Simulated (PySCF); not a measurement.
Structure with atom numbers: `[CH2:1]=[C:2]1[CH:3]=[CH:4][C:5](=[O:6])[CH:7]=[CH:8]1`. Hydrogens are named by the atom that carries them.

GIAO PBE0/pcSseg-1 shifts (PySCF 2.14.0 with density-fitted response routines, gas phase, non-relativistic, equivalent atoms averaged), each against references optimised in the same way as the molecule (TMS, H2O).

On the GFN2-xTB geometry: C5 189.1, C2 145.7, C3/C8 144.4, C1 138.3, C4/C7 137.1, O6 682.3, H(C3)/H(C8) 7.32, H(C4)/H(C7) 6.53, H(C1) 6.11 ppm.

Task: What changes on the PBE0-D3(BJ)/def2-SVP geometry?

Result: 
```
      atoms  δ (ppm)  change
         C5    186.5    -2.6
         C2    145.1    -0.6
      C3/C8    144.2    -0.2
         C1    138.1    -0.2
      C4/C7    137.1    +0.0
         O6    677.0    -5.3
H(C3)/H(C8)     7.12   -0.20
H(C4)/H(C7)     6.36   -0.17
      H(C1)     5.99   -0.12
```

Bonds between heavy atoms that differ most (equivalent bonds averaged): C2–C3 1.449 → 1.458 Å, C4–C5 1.467 → 1.476 Å, C3–C4 1.339 → 1.347 Å, C1–C2 1.345 → 1.352 Å. Mean change of bonds to hydrogen: C–H +0.013 Å.
